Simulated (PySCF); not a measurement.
# Finite-field polarisability of N (nitrogen, neutral)

[He] 2s2 2p3, high-spin 4S determinant. All numbers are calculated (PySCF 2.14, no relativity, point nucleus, in aug-cc-pVDZ). Frozen: 1s2. Energy changes in a uniform field (μhartree):

```
axis  F (au)        HF       MP2      CCSD   CCSD(T)
   x  0.0054   -99.251   -99.221   -99.205   -99.669
   x  0.0108  -397.125  -397.049  -396.984  -398.846
```

**Question.** Derive α along x at CCSD(T) from the two fields.

**Answer.** With ΔE = −αF²/2 − γF⁴/24, α = −(16 ΔE(F) − ΔE(2F))/(6F²) = 6.835 bohr³.

**Question.** And the mean polarisability at each level?

**Answer.** HF 6.807, MP2 6.804, CCSD 6.803, CCSD(T) 6.835 bohr³. Reference: 7.4 ± 0.2 bohr³ (recommended; Schwerdtfeger and Nagle, table of static dipole polarizabilities (2023 update)).

CCSD(T) lies more than 5 % below the reference, which points to too few diffuse and polarisation functions.

A double-zeta set is small for polarisabilities.
